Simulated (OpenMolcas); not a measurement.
Ag2+ (d9) among equal point charges was computed by CASSCF with the d shell active (OpenMolcas, ANO-RCC-VDZP on the metal). Its lowest spin-free states, and all those of the highest spin:

```
2S+1  Degeneracy  E (cm-1)
   2           1       0.0
   2           1      5495
   2           1      6802
   2           2      8917
```

Question: Is the site octahedral, tetrahedral or cube-like, axial, or of lower symmetry?

Answer: The states with 2S+1 = 2 have orbital degeneracies 1, 1, 1, 2. There are pairs but no triples, so the site is axial: not cubic, but with a proper or improper axis of order three or more. The run had Ag2+ among 6 point charges of -1.7 e arranged as a tetragonal octahedron (D4h), 2.1 Å from the ion, with the axial distance 2.520 Å.

Point charges carry no covalency, so the field is a model and not that of real ligands. No measured value stands beside these numbers.
